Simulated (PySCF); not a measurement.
# Dipole response of Ar³⁺ (argon, charge +3)

[Ne] 3s2 3p3, high-spin 4S determinant. All numbers are calculated (PySCF 2.14, no relativity, point nucleus, in aug-cc-pV(Q+d)Z (7s6p5d3f2g, 89 functions)). Coupled (time-dependent) response in atomic units; α is the mean over directions.

| method | mean α (bohr³) | C₆ (like pair) | S(−4) |
| --- | --- | --- | --- |
| UHF | 3.711 | 10.08 | 5.044 |
| PBE | 3.601 | 9.773 | 4.274 |
| PBE0 | 3.612 | 9.798 | 4.370 |
| BHandHLYP | 3.609 | 9.790 | 4.307 |
| LC-wPBE | 3.605 | 9.764 | 4.371 |

S(−4) is the Cauchy moment in α(ω) = α(0) + S(−4) ω² + …

α(iu) at LC-wPBE:

| u (hartree) | α(iu) (bohr³) |
| --- | --- |
| 0 | 3.605 |
| 0.0500 | 3.594 |
| 0.100 | 3.562 |
| 0.200 | 3.442 |
| 0.300 | 3.264 |
| 0.500 | 2.823 |
| 0.750 | 2.260 |
| 1.00 | 1.785 |
| 1.50 | 1.138 |
| 2.00 | 0.7722 |
| 3.00 | 0.4227 |
| 5.00 | 0.1924 |

For an ion, C₆ is the dispersion term alone; charge-induced terms of lower order in 1/R come first.
